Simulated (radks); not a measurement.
The nuclear charge of neutral mercury is varied continuously with 80 electrons held in [Hg]. Method: Dirac Kohn-Sham, PBEsol, spin-unpolarised, spherical densities, finite nucleus; Fermi nuclear charge, rms radius 5.4648 fm; computed with a radial shooting solver on a logarithmic mesh with Libxc functionals. By the Hellmann-Feynman theorem dE/dZ = E(electron-nucleus)/Z, the electronic potential at the nucleus (averaged over a nucleus of fixed radius).

Z     E (hartree)  E(electron-nucleus)/Z (hartree)   HOMO  e(HOMO) (eV)  <r> HOMO (bohr)
79.8  -19528.2966                         -617.136  6s1/2        -5.204            2.764
79.9  -19590.0726                         -618.384  6s1/2        -6.027            2.722
80    -19651.9734                         -619.632  6s1/2        -6.873            2.683
80.1  -19713.9991                         -620.882  6s1/2        -7.739            2.646
80.2  -19776.1497                         -622.132  6s1/2        -8.625            2.610
80.3  -19838.4255                         -623.383  6s1/2        -9.530            2.577
80.4  -19900.8264                         -624.635  6s1/2       -10.454            2.545
80.5  -19963.3525                         -625.888  6s1/2       -11.397            2.515
80.6  -20026.0039                         -627.141  6s1/2       -12.357            2.485
80.7  -20088.7808                         -628.396  6s1/2       -13.335            2.457
80.8  -20151.6832                         -629.652  6s1/2       -14.330            2.431
80.9  -20214.7112                         -630.908  6s1/2       -15.341            2.405
81    -20277.8649                         -632.166  6s1/2       -16.369            2.380

The central difference of E at Z = 80 is -619.633 hartree, to compare with the third column; the second derivative is -12.5 hartree.
